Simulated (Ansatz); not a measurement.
Molecule: sum formula AlH2Cl, net charge 0, singlet state. SMILES: [AlH2][Cl]
Geometry from a B3LYP-D3(BJ)/def2-TZVP (Ansatz, a program for electronic structure) optimisation:
```xyz
4

Al    -1.0716     0.0611     0.0164
Cl     1.0308    -0.0588    -0.0157
H     -1.7170     1.4915     0.0236
H     -1.8753    -1.2866     0.0312
```

Atomisation energy built up term by term with Ansatz (kcal/mol; UHF references for open shells; valence terms freeze the core; atomic spin-orbit terms are left out). CBS marks a two-point X^-3 extrapolation of the correlation energy; Hartree-Fock from the larger set (for Q and 5 zeta extrapolated as (X+1)exp(-9√X)).

```tsv
term	basis	kcal/mol
Hartree-Fock	CBS(cc-pV(Q+d)Z,cc-pV(5+d)Z)	196.24
CCSD correlation	CBS(cc-pV(Q+d)Z,cc-pV(5+d)Z)	___
(T)	CBS(cc-pV(Q+d)Z,cc-pV(5+d)Z)	___
core correlation	cc-pwCVTZ	-0.77
scalar relativity (X2C)	cc-pVTZ-DK against cc-pVTZ	-0.68
sum: De		___
```

**Question.** Complete the blanks.

**Answer.** 
- CCSD correlation, kcal/mol: 50.30
- (T), kcal/mol: 2.74
- sum: De, kcal/mol: 247.8
